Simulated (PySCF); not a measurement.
Another site gives an ion 68965.09 eV lower (`O[SiH2]Br`) at the level CAM-B3LYP-D3(BJ)/def2-TZVPD (PySCF).

```xyz
9

C      1.1441     0.1820     0.1962
Si    -0.5412    -0.4802    -0.2267
O     -1.6460     0.7220    -0.4653
H      1.5094     0.8495    -0.5852
H      1.1313     0.7350     1.1369
H      1.8584    -0.6370     0.3033
H     -0.5041    -1.2246    -1.5008
H     -0.9957    -1.3830     0.8601
H     -1.9562     1.2363     0.2814
```

Charge 0, multiplicity 1.

Q: Give the Mulliken and meta-Löwdin atomic charges from PySCF with CAM-B3LYP-D3(BJ)/def2-TZVPD.

A: 
```json
[
 {"atom": "C1", "Mulliken (e)": "-0.80", "meta-Löwdin (e)": "-0.62"},
 {"atom": "Si2", "Mulliken (e)": "0.39", "meta-Löwdin (e)": "0.93"},
 {"atom": "O3", "Mulliken (e)": "-0.45", "meta-Löwdin (e)": "-0.76"},
 {"atom": "H4", "Mulliken (e)": "0.25", "meta-Löwdin (e)": "0.13"},
 {"atom": "H5", "Mulliken (e)": "0.25", "meta-Löwdin (e)": "0.12"},
 {"atom": "H6", "Mulliken (e)": "0.25", "meta-Löwdin (e)": "0.13"},
 {"atom": "H7", "Mulliken (e)": "-0.10", "meta-Löwdin (e)": "-0.13"},
 {"atom": "H8", "Mulliken (e)": "-0.09", "meta-Löwdin (e)": "-0.15"},
 {"atom": "H9", "Mulliken (e)": "0.30", "meta-Löwdin (e)": "0.35"}
]
```
